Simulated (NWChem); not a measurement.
**BCl**

```xyz
2

B      0.0000     0.0000    -1.3285
Cl     0.0000     0.0000     0.3907
```
Charge 0, spin multiplicity 1.

Everything below was run with NWChem. The geometry was optimised at PBE0/def2-SVP, a minimum by its harmonic frequencies.

Symmetry labels belong to the abelian group C2v used in the runs, with the axes of the coordinates shown; states degenerate in a higher group split over its labels.

The correlated methods keep 6 core orbitals frozen. The structure started from a generated list of species.

Problem. List the 4 singlet excitations that EOM-CCSD/def2-SVPD, 6 core orbitals frozen gives, with oscillator strengths.

Solution. 
```
state  symmetry  energy (eV)  wavelength (nm)      f
-----  --------  -----------  ---------------  -----
1            b2         4.73              262  0.067
2            b1         4.73              262  0.067
3            a1         7.70              161  0.023
4            a2         7.78              159  0.000
```
These are the lowest roots of each symmetry, so higher states are missing between them.
